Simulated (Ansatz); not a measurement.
The cluster Fe₂Pt⁺. The state is a octet with charge 1. Geometry r2SCAN-D4/def2-TZVP, that of the neutral septet; atoms count from 1.

Cartesian coordinates in Å:
```
Fe 1.2783 -0.0373 -0.0115
Fe -0.5661 -1.1672 -0.1959
Pt -0.7123 1.2044 0.2074
```

In the def2 sets Pt takes a core potential; there is no spin–orbit coupling. The charge 1 octet is spin-contaminated (final ⟨S²⟩ up to 16.02, 15.75 for a pure state). The structure comes from a short search, and lower isomers may exist.

**Question.** Estimate the Mulliken populations from the PBE0/def2-TZVP orbitals of Ansatz.

**Answer.** 
| atom | charge (e) | spin (α − β) | d electrons |
| --- | --- | --- | --- |
| Fe1 | 0.45 | 3.39 | 6.54 |
| Fe2 | 0.47 | 3.38 | 6.54 |
| Pt3 | 0.08 | 0.23 | 9.11 |
Mulliken values and Mayer orders depend strongly on the basis.

**Question.** Where does the spin sit?

**Answer.** Summed by element: Fe 6.77, Pt 0.23, of 7 unpaired in all. Largest on single atoms: Fe1 3.39, Fe2 3.38, Pt3 0.23.

**Question.** And the Mayer bond orders between bonded heavy atoms (over 0.3)?

**Answer.** Fe1–Fe2 1.08 (2.17 Å); Fe1–Pt3 1.12 (2.36 Å); Fe2–Pt3 1.03 (2.41 Å).
